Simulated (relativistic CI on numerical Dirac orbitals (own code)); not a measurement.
# d2 in a ligand field

Computed with a parametric ligand-field model of a d^n configuration (Racah B and C, spin-orbit zeta, crystal field), exact diagonalisation.

Field parameters in Wybourne normalisation: Oh B⁴₀ = 21Dq, B⁴₄ = √(5/14) B⁴₀. The field is a parameter set, without covalency.

B = 520 cm⁻¹, C = 2090 cm⁻¹ (C/B = 4.02), Oh, no spin-orbit coupling. Tanabe-Sugano data, E/B above the lowest term (Δ = |10Dq|; b, c mark the second and third term of a kind):

```
 Δ/B   3T1    3T2    3A2    1T2     1E    1A1
 1.0  0.00   0.81   1.81  13.38  13.85  21.02
 3.0  0.00   2.49   5.49  13.92  14.75  22.83
 5.0  0.00   4.22   9.22  14.26  15.08  24.43
 7.0  0.00   6.00  13.00  14.46  15.17  25.81
 9.0  0.00   7.82  16.82  14.56  15.18  26.99
11.0  0.00   9.66  20.66  14.62  15.14  27.98
13.0  0.00  11.53  24.53  14.64  15.10  28.81
15.0  0.00  13.42  28.42  14.64  15.05  29.50
17.0  0.00  15.32  32.32  14.64  15.00  30.08
19.0  0.00  17.23  36.23  14.63  14.95  30.57
21.0  0.00  19.16  40.16  14.61  14.90  30.98
23.0  0.00  21.09  44.09  14.59  14.86  31.34
25.0  0.00  23.03  48.03  14.58  14.82  31.64
27.0  0.00  24.97  51.97  14.56  14.79  31.90
29.0  0.00  26.92  55.92  14.54  14.75  32.13
31.0  0.00  28.88  59.88  14.52  14.72  32.33
33.0  0.00  30.84  63.84  14.51  14.69  32.51
35.0  0.00  32.80  67.80  14.49  14.67  32.67
37.0  0.00  34.77  71.77  14.48  14.64  32.81
39.0  0.00  36.74  75.74  14.46  14.62  32.93
41.0  0.00  38.71  79.71  14.45  14.60  33.05
43.0  0.00  40.68  83.68  14.44  14.58  33.15
45.0  0.00  42.66  87.66  14.43  14.56  33.24
47.0  0.00  44.64  91.64  14.41  14.55  33.33
```

The ground term stays 3T1.
